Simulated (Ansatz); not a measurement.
## Counterpoise correction, worked out

The pair of F⁻ (SMILES [F-], atom 1) and CH₄O (SMILES CO, atoms 2–7), both closed shells, in one local arrangement (a lower one may exist), relaxed at PBE0-D4/def2-TZVPD:

F1  (0.384, -0.611, -2.244)
C2  (-0.239, 0.186, 0.661)
O3  (0.943, -0.044, 0.000)
H4  (-0.048, 0.457, 1.715)
H5  (-0.913, -0.695, 0.679)
H6  (-0.835, 1.014, 0.226)
H7  (0.708, -0.307, -1.036)
(Å)

Program: Ansatz 0.2.0. Basis: def2-TZVPPD. Cores are frozen in the correlated methods.

CCSD(T) total energies in eV:

| system | geometry | basis functions | energy |
| --- | --- | --- | --- |
| pair | pair | all | -5860.06174 |
| F⁻ | as in the pair | all (partner as ghosts) | -2714.30855 |
| CH₄O | as in the pair | all (partner as ghosts) | -3144.12409 |
| F⁻ | as in the pair | its own | -2714.25079 |
| CH₄O | as in the pair | its own | -3144.11122 |
| F⁻ | free (PBE0-D4 minimum) | its own | -2714.25079 |
| CH₄O | free (PBE0-D4 minimum) | its own | -3144.52056 |

(1) Work out the interaction energy with and without the counterpoise correction, the superposition error, and the binding energy from the relaxed fragments.

T1 diagnostic: at most 0.023.

Answers

(1) Without correction: -5860.06174 − (-2714.25079) − (-3144.11122) = -1.69973 eV.
With correction (each fragment in the whole basis): -5860.06174 − (-2714.30855) − (-3144.12409) = -1.62910 eV = -37.57 kcal/mol.
The superposition error is the difference, 0.07063 eV, 4 % of the uncorrected value: each fragment borrows its partner's functions.
Deformation from the free shapes: 0.00000 eV for F⁻ and 0.40934 eV for CH₄O.
Binding energy from relaxed fragments: -1.62910 + 0.00000 + 0.40934 = -1.21976 eV = -28.13 kcal/mol (electronic, without zero-point energy; negative means bound). The deformation is large: the pair is on the way to a chemical bond or a shared proton. For comparison, the corrected interaction energy by CCSD(T) at an estimated basis limit (MP2 extrapolated from triple and quadruple zeta, plus CCSD(T) − MP2 in triple zeta) is -1.689 eV; triple zeta with the correction binds less.

For scale, one of the runs: CCSD(T)/def2-TZVPPD, 185 basis functions, launched by `ansatz run in.yaml --threads 2 --pin off --events-out ev --progress --plain --max-ram 5222MiB`. The run took 40 s on 2 CPU threads of an Intel Xeon Platinum 8488C (shared host), with 2 GiB of host memory at its peak.
